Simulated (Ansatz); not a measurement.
Reaction (redistribution): `NB(Cl)[O][GeH3]` + `F[SiH2]F` → `NB(F)Cl` + `F[SiH2][O][GeH3]`

Computed with Ansatz on PBE0-D4/def2-TZVP structures; ΔE is electronic, products minus reactants. CCSD(T)/CBS is the MP2 limit (def2-TZVPP, def2-QZVPP) plus CCSD(T) − MP2 in def2-TZVPP, frozen cores. This one scheme is used for every species. Functionals use def2-TZVPP. HSE06 is defined as in plane-wave codes. For Ge outer-core shells are correlated without core-valence functions, which leaves a few kJ/mol of doubt a bond. Scalar relativity is left out up to krypton. One conformer a species, not always the lowest.

```json
{"level": "r2SCAN0", "ΔE (kJ/mol)": "2.4"}
{"level": "HSE06", "ΔE (kJ/mol)": "2.2"}
```

Task: What does CCSD(T)/CBS give? (Best estimate.)

Result: The calculation gave: +7.8 kJ/mol. The listed levels differ from it by -5.4, -5.6 kJ/mol.

Largest T1 diagnostic among the species: 0.012.

At CCSD(T), def2-SVP lies −13.2 kJ/mol from the extrapolated value and def2-TZVPP −2.2 kJ/mol. Leaving LDA and LC-ωPBE aside and taking each functional with its dispersion term where it has one, the values, not all of them listed here, spread over 2.9 kJ/mol, from BHLYP-D4 to revPBE-D4. In def2-TZVPP, CCSD(T) changes the Hartree–Fock value by +6.6 kJ/mol (the triples alone add +1.2 kJ/mol) and MP2 by +8.4 kJ/mol.
